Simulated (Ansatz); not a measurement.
Basis sets compared for GaO₃. Total charge 0; doublet. Geometry r2SCAN-D4/def2-TZVP. Ansatz on 4 threads of Arm Neoverse V2 on a shared host; times are rough, and most runs start from earlier orbitals.

Cartesian coordinates in Å:
```
Ga -0.3990 0.2799 0.0190
O -1.7498 1.2302 0.0822
O 1.4331 -0.2665 0.2737
O 0.7157 -1.2436 -0.3749
```

The structure holds one bond between oxygen atoms, so isomers without such links may lie far lower. At PBE-D4/def2-SVP, PBE-D4/def2-TZVP, PBE-D4/def2-TZVPD the gap within one spin of the charge 0 doublet nearly closes, so an electron or hole may be smeared out by delocalisation error. The structure comes from a short search, and lower isomers may exist.

Binding counts from free atoms (Ga doublet, O triplet) in the same basis, without a counterpoise term.

| level | functions | energy (Eh) | HOMO (eV) | LUMO (eV) | binding per atom (eV) | wall time |
| --- | --- | --- | --- | --- | --- | --- |
| PBE-D4/def2-SVP | 74 | -2149.4466 | -6.35 | -6.28 | 2.96 | 2.4 s |
| PBE-D4/def2-TZVP | 141 | -2149.9766 | -6.47 | -6.40 | 2.94 | 8 s |
| r2SCAN-D4/def2-TZVP (with forces) | 141 | -2150.3619 | -6.75 | -6.12 | 2.70 | 3.9 s |
| PBE0-D4/def2-SVP | 74 | -2149.4486 | -7.89 | -4.95 | 2.51 | 1.2 s |
| PBE0-D4/def2-TZVP | 141 | -2149.9803 | -7.96 | -5.00 | 2.53 | 2.4 s |

Task: Estimate the rows for PBE-D4/def2-TZVPD, r2SCAN-D4/def2-TZVPD, PBE0-D4/def2-TZVPD.

Result: 
```
               level  functions  energy (Eh)  HOMO (eV)  LUMO (eV)  binding per atom (eV)  wall time
   PBE-D4/def2-TZVPD        174   -2149.9793      -6.54      -6.46                   2.94      6.5 s
r2SCAN-D4/def2-TZVPD        174   -2150.3640      -6.79      -6.16                   2.70        6 s
  PBE0-D4/def2-TZVPD        174   -2149.9826      -8.01      -5.05                   2.53      4.3 s
```
